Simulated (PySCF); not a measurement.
# ZnF⁺: a composite coupled-cluster calculation

State: ¹Σ⁺, singlet, closed shell. De refers to Zn⁺ + F. RHF-based CCSD(T) in PySCF 2.14 with Zn cc-pVTZ-PP with ECP10, F cc-pVTZ and Zn cc-pVQZ-PP with ECP10, F cc-pVQZ (frozen core orbitals: 5; scalar-relativistic core potentials). Correlation energies are extrapolated as n⁻³ (n = 3, 4), Hartree–Fock as (n+1)·exp(−9√n). CV is the change on freezing 0 orbitals instead, in Zn cc-pwCVTZ-PP with ECP10, F cc-pwCVTZ.

| Level | Re (Å) | ωe (cm⁻¹) | ωexe (cm⁻¹) | αe (cm⁻¹) | De (eV) |
| --- | --- | --- | --- | --- | --- |
| CCSD(T)/TZ | 1.7018 | 744.4 | 4.03 | 0.00285 | 2.833 |
| CCSD(T)/QZ | 1.6986 | 746.9 | 3.88 | 0.00281 | 2.964 |
| HF/CBS | 1.6973 | 786.8 | 3.06 | 0.00243 | 1.093 |
| MP2/CBS | 1.6901 | 762.7 | 3.44 | 0.00266 | 3.287 |
| CCSD/CBS | 1.6929 | 766.1 | 3.54 | 0.00266 | 2.834 |
| CCSD(T)/CBS | 1.6973 | 750.3 | 3.83 | 0.00278 | 3.017 |
| CCSD(T)/CBS+CV | 1.6985 | 749.3 | 3.84 | 0.00278 | 2.994 |

How much is left between CCSD(T)/QZ and the basis-set limit, and how much do the triples give at the limit?

CCSD(T)/CBS less CCSD(T)/QZ: -1.3 mÅ in Re, +3.4 cm⁻¹ in ωe and +0.053 eV in De. CCSD(T)/CBS less CCSD/CBS: +4.4 mÅ in Re, -15.8 cm⁻¹ in ωe and +0.183 eV in De.

What do the later terms add?

CV: +1.2 mÅ in Re, -1.0 cm⁻¹ in ωe and -0.023 eV in De, each against the row above.

The T1 diagnostic is 0.023, large enough to doubt a single reference. The open-shell atoms are computed with UHF. Spin–orbit coupling, excitations beyond (T) and corrections to the Born–Oppenheimer picture are left out.

The whole job (state search and all basis sets along the bond) took about 32 min on 4 threads of Arm Neoverse V1 (shared host), peak memory 8.6 GiB.
